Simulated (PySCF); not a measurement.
PySCF 2.14 output of an unrestricted PBE calculation on a single atom or ion in ANO-RCC-VTZP (7s6p4d2f1g, 68 functions), with scalar relativity by spin-free X2C-1e:

```
SCF conv_tol = 1e-09
number electrons alpha = 24  beta = 18
    J. P. Perdew, K. Burke, and M. Ernzerhof.,  Phys. Rev. Lett. 77, 3865 (1996)
    J. P. Perdew, K. Burke, and M. Ernzerhof.,  Phys. Rev. Lett. 78, 1396 (1997)
    J. P. Perdew, K. Burke, and M. Ernzerhof.,  Phys. Rev. Lett. 77, 3865 (1996)
    J. P. Perdew, K. Burke, and M. Ernzerhof.,  Phys. Rev. Lett. 78, 1396 (1997)
cycle= 1 E= -4047.71927958142  delta_E= -0.0126  |g|= 0.0491  |ddm|= 0.129
cycle= 2 E= -4047.71946721746  delta_E= -0.000188  |g|= 0.0148  |ddm|= 0.0255
cycle= 3 E= -4047.71948457131  delta_E= -1.74e-05  |g|= 0.00315  |ddm|= 0.00603
cycle= 4 E= -4047.71948704196  delta_E= -2.47e-06  |g|= 0.000453  |ddm|= 0.00212
cycle= 5 E= -4047.71948713519  delta_E= -9.32e-08  |g|= 6.78e-05  |ddm|= 0.000564
cycle= 6 E= -4047.71948713749  delta_E= -2.3e-09  |g|= 1.52e-06  |ddm|= 7.4e-05
cycle= 7 E= -4047.71948713749  delta_E= 1.82e-12  |g|= 3.06e-07  |ddm|= 1.76e-06
converged SCF energy = -4047.71948713749  <S^2> = 12.000733  2S+1 = 7.0002094
```

The run itself started from symmetry-adapted Hartree-Fock orbitals and held the occupation by maximum overlap, on a logarithmic radial grid, so the iterations belong to that start.

Which element, charge and spin multiplicity is this?

Mo (molybdenum, neutral), multiplicity 7; the state was [Kr] 4d4 5s1 5p1, one real determinant (an excited configuration).

⟨L²⟩ = 8.01 against 12 for a pure F term, so this real determinant mixes terms.
